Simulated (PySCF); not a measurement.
AlFH3NO. Atoms are numbered in the order given.

```xyz
7

Al     0.0134     0.0243     0.0000
F      1.6273     0.4528     0.0000
O     -1.2043     1.2112     0.0000
H     -1.0370     2.1599     0.0000
N     -0.4281    -1.6800     0.0000
H     -1.3829    -2.0275     0.0000
H      0.2308    -2.4531     0.0000
```

The structure is a stationary point at TPSSh-D3(BJ)/def2-SVP. Other conformers were not sampled.

These are TDA-B3LYP/def2-SVPD (PySCF) values and carry that method's errors.

Vertical excitations. Gas-phase values at a fixed geometry. State labels are in the subgroup Cs.

Computed lowest excited states:
| state | symmetry | energy (eV) | λ (nm) | f | main pairs |
|---|---|---|---|---|---|
| S1 | A" | 5.41 | 229 | 0.039 | HOMO→LUMO 99 % |
| S2 | A" | 7.06 | 176 | 0.093 | HOMO−1→LUMO 89 % |
| S3 | A" | 7.18 | 173 | 0.004 | HOMO→LUMO+2 75 %, HOMO→LUMO+3 15 % |
| S4 | A' | 7.44 | 167 | 0.055 | HOMO−2→LUMO 86 % |
| S5 | A' | 7.57 | 164 | 0.096 | HOMO→LUMO+1 84 % |
| S6 | A" | 7.63 | 163 | 0.004 | HOMO→LUMO+3 82 %, HOMO→LUMO+2 15 % |
| S7 | A" | 8.17 | 152 | 0.002 | HOMO→LUMO+4 62 %, HOMO→LUMO+5 33 % |
| S8 | A" | 8.52 | 146 | 0.014 | HOMO→LUMO+5 54 %, HOMO→LUMO+4 33 % |
| S9 | A" | 8.76 | 142 | 0.006 | HOMO−1→LUMO+2 80 % |
| S10 | A' | 8.84 | 140 | 0.121 | HOMO−3→LUMO 90 % |
| T1 | A" | 5.07 | 245 | 0 | HOMO→LUMO 96 % |
| T2 | A' | 6.43 | 193 | 0 | HOMO→LUMO+1 96 % |
| T3 | A" | 6.66 | 186 | 0 | HOMO−1→LUMO 88 % |
| T4 | A" | 6.98 | 178 | 0 | HOMO→LUMO+2 67 %, HOMO→LUMO+3 24 % |
Triplets are in the Tamm–Dancoff approximation.
